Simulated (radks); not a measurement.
Question: Ionisation of the tin ion Sn+, [Kr] 4d10 5s2 5p1, to [Kr] 4d10 5s2 as the strength of local exchange is varied. Method: scalar-relativistic Kohn-Sham, Slater X-alpha exchange (alpha = 2/3 is LDA exchange), no correlation, spin-polarised, spherical densities, finite nucleus; open shells are filled with parallel spins first (spin-orbit coupling, left out, can overturn this in heavy ions); Fermi nuclear charge, rms radius 4.6519 fm; computed with a radial shooting solver on a logarithmic mesh with Libxc functionals.

| alpha | E(Sn+) (hartree) | exchange (hartree) | IE (eV) | -e of the level emptied (eV) | <r> of it (bohr) |
|---|---|---|---|---|---|
| 0.569 | -6144.09696 | -131.29649 | 12.571 | 9.089 (5p) | 3.019 |
| 0.618 | -6155.43949 | -142.85911 | 12.994 | 9.498 (5p) | 2.974 |
| 0.667 | -6166.80237 | -154.46215 | 13.424 | 9.916 (5p) | 2.931 |
| 0.692 | -6172.60759 | -160.39763 | 13.646 | 10.132 (5p) | 2.910 |
| 0.703 | -6175.16357 | -163.01257 | 13.745 | 10.228 (5p) | 2.901 |
| 0.818 | -6201.94644 | -190.47236 | 14.792 | 11.254 (5p) | 2.809 |
| 0.975 | -6238.69143 | -228.31926 | 16.280 | 12.727 (5p) | 2.696 |
| x | -6246.91137 | -236.81276 | 16.621 | 13.066 (5p) | 2.673 |

Which alpha was used in the last row?

Answer: alpha = 1.01. NIST Atomic Spectra Database: 14.633 eV (measured). The Delta-SCF value meets it near alpha = 0.80. Open shells are spherical and high-spin; term and fine-structure splittings are not resolved. Spin-orbit splitting is averaged out at the scalar-relativistic level.
